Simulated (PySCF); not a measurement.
PySCF input for GeHClBr₂, SMILES [GeH]([Br])([Cl])[Br], C-PCM-ωB97X/def2-SVP. Coordinates come from a B3LYP-D3(BJ)/def2-SVP optimisation.

```python
import numpy as np
from pyscf import gto, scf, dft
from pyscf.solvent import pcm

mol = gto.M(
    atom='''
    Ge    0.51599256   -0.39073060    0.00000000
    Cl   -0.40993016   -2.34019084    0.00000000
    Br   -0.16547444    0.75475351   -1.88300018
    Br   -0.16547444    0.75475351    1.88300017
    H     2.04026126   -0.54612224    0.00000000
    ''',
    basis='def2-SVP',
    charge=0,
    spin=0,
    max_memory=1600,
    verbose=3,
)
mf = dft.RKS(mol, xc='wb97x').density_fit(auxbasis='def2-universal-jkfit')
mf.grids.level = 3
mf.conv_tol = 1e-9
mf.max_cycle = 100
mf.kernel()
res = {}
for name, eps in {'water': 78.355, 'dimethylsulfoxide': 46.826, 'ethanol': 24.852}.items():
    s = mf.PCM()
    s.with_solvent.method, s.with_solvent.eps, s.with_solvent.lebedev_order = 'C-PCM', eps, 29
    s.kernel(mf.make_rdm1())
    res[name] = (s.e_tot, eps, s.dip_moment(), s.mo_energy, s.converged)
    print(f'{name}: electrostatic solvation free energy {(s.e_tot - mf.e_tot) * 627.509474:.3f} kcal/mol')
```

Output:

```
converged SCF energy = -7685.31205311328

WARN: PCM is an experimental feature. It is still in testing.
Features and APIs may be changed in the future.

converged SCF energy = -7685.31546626959
Dipole moment(X, Y, Z, Debye):  1.99162,  0.11676,  0.00000
water: electrostatic solvation free energy -2.142 kcal/mol

WARN: PCM is an experimental feature. It is still in testing.
Features and APIs may be changed in the future.

converged SCF energy = -7685.31543088807
Dipole moment(X, Y, Z, Debye):  1.98490,  0.11690,  0.00000
dimethylsulfoxide: electrostatic solvation free energy -2.120 kcal/mol

WARN: PCM is an experimental feature. It is still in testing.
Features and APIs may be changed in the future.

converged SCF energy = -7685.3153535945
Dipole moment(X, Y, Z, Debye):  1.97028,  0.11720,  0.00000
ethanol: electrostatic solvation free energy -2.071 kcal/mol
```

The run converged.

Cost: about 100 core-seconds (a rough figure).
